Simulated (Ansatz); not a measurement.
This geometry of AlBrClHO (5 atoms, charge 0, multiplicity 1) is a first-order saddle point.

The calculation used RKS PBE0-D4/def2-SVP in Ansatz 0.2.0.

```xyz
5
Properties=species:S:1:pos:R:3
O 0.166 1.217 0.018
Al -0.023 -0.419 0.007
Cl 0.960 -1.609 1.411
Br -1.335 -1.419 -1.502
H 0.282 2.156 0.024
```

Problem. Which two structures does it join? (They come from a converged band through this point; their orientation in space is the band's.)

Solution. No bond is made or broken. The dihedral H5–O1–Al2–Br4 changes from 0 to 180° by way of a nearly straight angle H5–O1–Al2 (up to 180°), not by a turn about the bond.

Initial state:

```xyz
5
Properties=species:S:1:pos:R:3
O 0.393 1.229 0.306
Al 0.027 -0.398 0.069
Cl 0.898 -1.781 1.357
Br -1.340 -1.093 -1.561
H 0.072 1.969 -0.212
```

Final state:

```xyz
5
Properties=species:S:1:pos:R:3
O 0.022 1.306 -0.180
Al -0.087 -0.372 -0.079
Cl 0.952 -1.449 1.380
Br -1.377 -1.435 -1.551
H 0.540 1.877 0.390
```

Problem. How far does it lie above each of them?

Solution. 0.088 eV above the first and 0.088 eV above the second. This is the barrier of this one path; another mechanism may lie lower.

Time of the run: 40 s on 1 thread of AMD EPYC 9R45 96-Core Processor (Zen 5), on a shared host, peak memory 0.2 GiB.
